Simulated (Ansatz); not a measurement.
`[CH3][Ga]([Br])[Br]`. The species carries charge 0 and has multiplicity 1. All single points use the PBE0-D4/def2-TZVP geometry.

```xyz
7

C     0.891    0.363   -0.367
Ga   -0.786   -0.336    0.333
Br   -2.818    0.407   -0.404
Br   -0.892   -1.948    1.949
H     1.735   -0.186    0.048
H     0.893    0.281   -1.455
H     0.976    1.419   -0.103
```

Q: What is the dipole moment at ωB97M-V/def2-TZVPP? (Best estimate.)

A: The calculation gave: 2.57 D, with components (2.22, 0.91, -0.92) D in this frame, pointing from negative to positive charge.

Q: And with PBE, r2SCAN, B3LYP? (Estimate.)

A: Computed: PBE 2.50 D, r2SCAN 2.59 D, B3LYP 2.56 D.

Q: Give the Mulliken charges with ωB97M-V, PBE, B3LYP in def2-TZVPP. (Estimate.)

A: Ansatz gave: 
| atom | ωB97M-V | PBE | B3LYP |
| --- | --- | --- | --- |
| C1 | -0.45 | -0.35 | -0.36 |
| Ga2 | 0.53 | 0.47 | 0.52 |
| Br3 | -0.24 | -0.24 | -0.25 |
| Br4 | -0.24 | -0.24 | -0.25 |
| H5 | 0.14 | 0.12 | 0.12 |
| H6 | 0.13 | 0.12 | 0.11 |
| H7 | 0.13 | 0.11 | 0.11 |

B3LYP here is the variant with VWN-RPA as its local correlation; programs differ in this.
